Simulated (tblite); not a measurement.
Compound: C7H7NO.
Atom-mapped SMILES: `[CH3:1][C:2](=[O:3])[c:4]1[cH:5][cH:6][cH:7][cH:8][n:9]1` (hydrogens: H10, H11, H12 on C1; H13 on C5; H14 on C6; H15 on C7; H16 on C8)

Cartesian coordinates in Å at the GFN2-xTB level; atoms count from 1:
```
atom  x, y, z in Å
C1    -2.504    0.816    0.388
C2    -1.739   -0.413   -0.005
O3    -2.259   -1.473   -0.269
C4    -0.255   -0.244   -0.051
C5     0.556   -1.320   -0.406
C6     1.928   -1.134   -0.442
C7     2.437    0.115   -0.124
C8     1.542    1.124    0.216
N9     0.237    0.955    0.253
H10   -3.570    0.610    0.399
H11   -2.172    1.146    1.369
H12   -2.281    1.615   -0.315
H13    0.098   -2.267   -0.644
H14    2.587   -1.946   -0.712
H15    3.498    0.307   -0.139
H16    1.890    2.117    0.471
```

Computed values, GFN2-xTB/tblite, gas phase, harmonic and unscaled. The method is semi-empirical: single wavenumbers can be off by several per cent or more. One conformer, not necessarily the lowest.

Harmonic wavenumbers (cm⁻¹): 34.2, 98.7, 135.9, 181.4, 346.5, 352.1, 379.8, 468.2, 574.7, 578.4, 599.4, 707.8, 757.8, 765.2, 899.6, 920.8, 938.3, 979.1, 985.8, 1003.9, 1086.4, 1102.7, 1122.2, 1159.7, 1236.6, 1257.8, 1298.1, 1363.0, 1402.5, 1435.5, 1436.7, 1442.0, 1563.9, 1570.2, 1743.9, 3035.2, 3044.4, 3054.5, 3061.1, 3075.5, 3096.4, 3104.0.

A = 3776, B = 1291, C = 967.8 MHz; mass 121.053 u (most abundant isotopes); point group Cs, symmetry number 1.

**Question.** Zero-point energy?

**Answer.** Half the sum of the wavenumbers: 26700 cm⁻¹ = 319.40 kJ/mol.

**Question.** Give the ideal-gas entropy at 500 K and 1 bar in the rigid-rotor, harmonic-oscillator model (classical rotation).

**Answer.** Translation 179.42, rotation 126.16, vibration 159.82: S = 465.4 J/(mol K).

**Question.** And Cp and H(500 K) − H(0)?

**Answer.** Cp = 202.97 J/(mol K), of which vibrations give 169.71 (their classical limit is 42 R = 349.2); H(500 K) − H(0) = 58.42 kJ/mol without the zero-point energy, 41.79 from vibrations.

**Question.** How do the functions run with temperature in this model?

**Answer.** 
| T (K) | S (J/(mol K)) | Cp (J/(mol K)) | H − H(0) (kJ/mol) | G − H(0) (kJ/mol) | ln q(vib) |
| --- | --- | --- | --- | --- | --- |
| 100 | 279.7 | 64.2 | 4.87 | -23.10 | 1.47 |
| 200 | 333.8 | 96.5 | 12.85 | -53.90 | 3.33 |
| 300 | 379.9 | 134.2 | 24.36 | -89.61 | 5.22 |
| 800 | 576.2 | 267.2 | 129.92 | -331.07 | 15.14 |
| 1000 | 638.9 | 293.7 | 186.16 | -452.71 | 18.92 |

q(vib) and H(0) count from the zero-point level.

**Question.** Blend soft modes into free rotors: weight 1/[1 + (100 cm⁻¹/ν̃)⁴] for the oscillator and the rest for a rotor with moment μB/(μ + B), μ = h/(8π²ν), B = 10⁻⁴⁴ kg m². What vibrational entropy results?

**Answer.** 147.58 J/(mol K) in place of 159.82, which changes −T·S at 500 K by +6.12 kJ/mol.

**Question.** Which modes carry the vibrational entropy at 500 K?

**Answer.** 34.2 cm⁻¹: 27.60; 98.7 cm⁻¹: 18.81; 135.9 cm⁻¹: 16.17; 181.4 cm⁻¹: 13.81; 346.5 cm⁻¹: 8.67; 352.1 cm⁻¹: 8.55 J/(mol K); the other 36 give 66.20 together.

Hindered rotation and anharmonicity are outside this model. Other conformers, if any are populated, would add a mixing term that is left out.
